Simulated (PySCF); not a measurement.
In(F)(Cl)(vinyl) (C2H3ClFIn), SMILES [F][In]([CH]=C)[Cl].

Geometry optimised at B3LYP-D3(BJ)/def2-SVP. The structure was generated by enumeration; whether it is a known compound was not checked. The def2 effective core potentials stand for the cores of In; spin–orbit coupling is left out. One conformer was computed; it need not be the lowest.

Computed with PBE/def2-TZVP run with PySCF.

Isolated molecule, no solvent.

Computed frontier levels, gap, dipole moment and polarisability:
| Quantity | Result |
|---|---|
| highest occupied level | -7.36 eV |
| lowest empty level | -2.77 eV |
| orbital gap | 4.59 eV |
| dipole moment | 4.20 D |
| quadrupole, principal values (traceless, Buckingham form, about the centre of nuclear charge) | -7.45, 3.27, 4.18 D·Å |
| mean static polarisability | 72.0 bohr³ (10.67 Å³) |
| polarisability, principal values | 45.2, 77.6, 93.1 bohr³ |
